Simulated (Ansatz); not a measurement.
TaSi2⁺. The state is a triplet with charge 1. Geometry B3LYP-D4/def2-TZVP; atoms count from 1.

```xyz
3

Ta   -0.080   -1.288    0.522
Si    0.989    0.840    0.368
Si   -0.910    0.447   -0.891
```

In the def2 sets Ta takes a core potential; there is no spin–orbit coupling. The structure comes from a short search, and lower isomers may exist.

Q: Estimate the Mulliken populations from the PBE0/def2-TZVP orbitals of Ansatz.

A: 
```json
{"atom": "Ta1", "charge (e)": "0.71", "spin (α − β)": "1.93", "d electrons": "3.32"}
{"atom": "Si2", "charge (e)": "0.14", "spin (α − β)": "0.03", "d electrons": "–"}
{"atom": "Si3", "charge (e)": "0.14", "spin (α − β)": "0.03", "d electrons": "–"}
```
Mulliken values and Mayer orders depend strongly on the basis.

Q: Where does the spin sit?

A: Summed by element: Ta 1.93, Si 0.07, of 2 unpaired in all. Largest on single atoms: Ta1 1.93, Si3 0.03, Si2 0.03.

Q: And the Mayer bond orders between bonded heavy atoms (over 0.3)?

A: Ta1–Si2 1.83 (2.39 Å); Ta1–Si3 1.83 (2.39 Å); Si2–Si3 1.04 (2.31 Å).
